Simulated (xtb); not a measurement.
xtb input (GFN1-xTB):

```bash
xtb mol.xyz --gfn 1 --sp --chrg -1 --uhf 0
```
mol.xyz:
```
10

C      1.60391120     0.16073343     0.18610066
C      0.41228043    -0.75592777    -0.11930399
C     -0.88188314    -0.28173727     0.50118615
F     -1.31338605     0.85857434    -0.39198877
H      1.40617566     1.16159398    -0.20643080
H      1.73055133     0.25306476     1.26917995
H      2.54163953    -0.20225055    -0.25993284
H      0.36727516    -0.87762778    -1.22897383
H      0.61502520    -1.75524129     0.29544465
H     -1.64604341    -1.04511844     0.25071497
```

Output:

```
           -------------------------------------------------
          |                Calculation Setup                |
           -------------------------------------------------

           -------------------------------------------------
          |                 G F N 1 - x T B                 |
           -------------------------------------------------

        Reference                      10.1021/acs.jctc.7b00118
      * Hamiltonian:
        H0-scaling (s, p, d)           1.850000    2.250000    2.000000
        zeta-weighting                 0.000000
      * Dispersion:
        s8                             2.400000
        a1                             0.630000
        a2                             5.000000
        s9                             0.000000
      * Repulsion:
        kExp                           1.500000
        rExp                           1.000000
      * Coulomb:
        alpha                          2.000000
        third order                    atomic
        anisotropic                    false
      * Halogen bond correction:
        rad-scale                      1.300000
        damping                        0.440000

          ...................................................
          :                      SETUP                      :
          :.................................................:
          :  # basis functions                  28          :
          :  # atomic orbitals                  28          :
          :  # shells                           20          :
          :  # electrons                        26          :
          :  # halogen bonds                     0          :
          :  max. iterations                   250          :
          :  Hamiltonian                  GFN1-xTB          :
          :  restarted?                      false          :
          :  GBSA solvation                  false          :
          :  PC potential                    false          :
          :  electronic temp.          300.0000000     K    :
          :  accuracy                    1.0000000          :
          :  -> integral cutoff          0.2500000E+02      :
          :  -> integral neglect         0.1000000E-07      :
          :  -> SCF convergence          0.1000000E-05 Eh   :
          :  -> wf. convergence          0.2000000E-04 e    :
          :  Broyden damping             0.4000000          :
          :  net charge                         -1          :
          :  unpaired electrons                  0          :
          ...................................................

 iter      E             dE          RMSdq      gap      omega  full diag
   1    -14.9506603 -0.149507E+02  0.759E+00    4.83       0.0  T
   2    -14.9724362 -0.217758E-01  0.458E+00    4.13       1.0  T
   3    -14.9730920 -0.655808E-03  0.628E-01    3.56       1.0  T
   4    -14.9743243 -0.123233E-02  0.722E-02    3.80       1.0  T
   5    -14.9743455 -0.212177E-04  0.119E-02    3.78       2.7  T
   6    -14.9743461 -0.637746E-06  0.364E-03    3.79       8.7  T
   7    -14.9743462 -0.457227E-07  0.152E-04    3.79     208.0  T
   8    -14.9743462 -0.241037E-09  0.467E-05    3.79     677.4  T

   *** convergence criteria satisfied after 8 iterations ***

         #    Occupation            Energy/Eh            Energy/eV
      -------------------------------------------------------------
         1        2.0000           -0.5112063             -13.9106
       ...           ...                  ...                  ...
         7        2.0000           -0.2882837              -7.8446
         8        2.0000           -0.2787209              -7.5844
         9        2.0000           -0.2519896              -6.8570
        10        2.0000           -0.2456825              -6.6854
        11        2.0000           -0.2233142              -6.0767
        12        2.0000           -0.1952193              -5.3122
        13        2.0000           -0.0839128              -2.2834 (HOMO)
        14                          0.0552932               1.5046 (LUMO)
        15                          0.1000766               2.7232
        16                          0.1139856               3.1017
        17                          0.1260158               3.4291
        18                          0.1531882               4.1685
       ...                                ...                  ...
        28                          0.6269097              17.0591
      -------------------------------------------------------------
                  HL-Gap            0.1392060 Eh            3.7880 eV
             Fermi-level           -0.0143098 Eh           -0.3894 eV

 SCC (total)                   0 d,  0 h,  0 min,  0.009 sec
 SCC setup                      ...        0 min,  0.000 sec (  2.743%)
 Dispersion                     ...        0 min,  0.000 sec (  1.031%)
 classical contributions        ...        0 min,  0.000 sec (  0.432%)
 integral evaluation            ...        0 min,  0.002 sec ( 21.935%)
 iterations                     ...        0 min,  0.002 sec ( 24.920%)
 molecular gradient             ...        0 min,  0.004 sec ( 42.941%)
 printout                       ...        0 min,  0.001 sec (  5.643%)

         :::::::::::::::::::::::::::::::::::::::::::::::::::::
         ::                     SUMMARY                     ::
         :::::::::::::::::::::::::::::::::::::::::::::::::::::
         :: total energy             -14.858153536022 Eh    ::
         :: gradient norm              0.024447594012 Eh/a0 ::
         :: HOMO-LUMO gap              3.787988116014 eV    ::
         ::.................................................::
         :: SCC energy               -14.974346187986 Eh    ::
         :: -> electrostatic           0.158807003510 Eh    ::
         :: repulsion energy           0.118549410330 Eh    ::
         :: dispersion energy         -0.002356758365 Eh    ::
         :: halogen bond corr.         0.000000000000 Eh    ::
         :: add. restraining           0.000000000000 Eh    ::
         :: total charge              -1.000000000000 e     ::
         :::::::::::::::::::::::::::::::::::::::::::::::::::::

           -------------------------------------------------
          |                Property Printout                |
           -------------------------------------------------

    * Orbital Energies and Occupations

         #    Occupation            Energy/Eh            Energy/eV
      -------------------------------------------------------------
         1        2.0000           -0.5112063             -13.9106
         2        2.0000           -0.4442410             -12.0884
         3        2.0000           -0.3970849             -10.8052
         4        2.0000           -0.3463464              -9.4246
         5        2.0000           -0.3415394              -9.2938
         6        2.0000           -0.3177420              -8.6462
         7        2.0000           -0.2882837              -7.8446
         8        2.0000           -0.2787209              -7.5844
         9        2.0000           -0.2519896              -6.8570
        10        2.0000           -0.2456825              -6.6854
        11        2.0000           -0.2233142              -6.0767
        12        2.0000           -0.1952193              -5.3122
        13        2.0000           -0.0839128              -2.2834 (HOMO)
        14                          0.0552932               1.5046 (LUMO)
        15                          0.1000766               2.7232
        16                          0.1139856               3.1017
        17                          0.1260158               3.4291
        18                          0.1531882               4.1685
Note: The following floating-point exceptions are signalling: IEEE_DENORMAL
normal termination of xtb
        19                          0.1652500               4.4967
        20                          0.1858462               5.0571
        21                          0.3178737               8.6498
        22                          0.3743543              10.1867
        23                          0.4091439              11.1334
        24                          0.4656996              12.6723
       ...                                ...                  ...
        28                          0.6269097              17.0591
      -------------------------------------------------------------
                  HL-Gap            0.1392060 Eh            3.7880 eV
             Fermi-level           -0.0143098 Eh           -0.3894 eV

  Mulliken/CM5 charges         n(s)   n(p)   n(d)
     1C    -0.08011 -0.22814   1.004  3.076  0.000
     2C    -0.00086 -0.10418   1.018  2.983  0.000
     3C    -0.24487 -0.28653   1.244  3.001  0.000
     4F    -0.44113 -0.46171   1.889  5.552  0.000
     5H     0.00449  0.05672   0.996  0.000  0.000
     6H    -0.02257  0.02889   1.023  0.000  0.000
     7H    -0.03844  0.01135   1.038  0.000  0.000
     8H    -0.03855  0.01376   1.039  0.000  0.000
     9H    -0.05217  0.00175   1.052  0.000  0.000
    10H    -0.08579 -0.03191   1.086  0.000  0.000

Wiberg/Mayer (AO) data.
largest (>0.10) Wiberg bond orders for each atom

 ---------------------------------------------------------------------------
     #   Z sym  total        # sym  WBO       # sym  WBO       # sym  WBO
 ---------------------------------------------------------------------------
     1   6 C    3.987 --     2 C    0.999     7 H    0.990     6 H    0.987
                             5 H    0.987
     2   6 C    3.961 --     3 C    1.008     1 C    0.999     9 H    0.975
                             8 H    0.965
     3   6 C    2.899 --    10 H    1.011     2 C    1.008     4 F    0.777
     4   9 F    0.838 --     3 C    0.777
     5   1 H    1.025 --     1 C    0.987
     6   1 H    1.036 --     1 C    0.987
     7   1 H    1.016 --     1 C    0.990
     8   1 H    1.015 --     2 C    0.965
     9   1 H    1.035 --     2 C    0.975
    10   1 H    1.051 --     3 C    1.011
 ---------------------------------------------------------------------------

Topologies differ in total number of bonds
Writing topology from bond orders to xtbtopo.mol

 dipole moment from electron density (au)
     X       Y       Z
   1.4727  -0.5026  -0.6074  total (Debye):    4.246

           -------------------------------------------------
          | TOTAL ENERGY              -14.858153536022 Eh   |
          | GRADIENT NORM               0.024447594012 Eh/α |
          | HOMO-LUMO GAP               3.787988116014 eV   |
           -------------------------------------------------

------------------------------------------------------------------------
------------------------------------------------------------------------
 total:
 SCF:
```

It need not be the lowest isomer of its formula. Whether it binds its extra electron was not tested at this geometry.
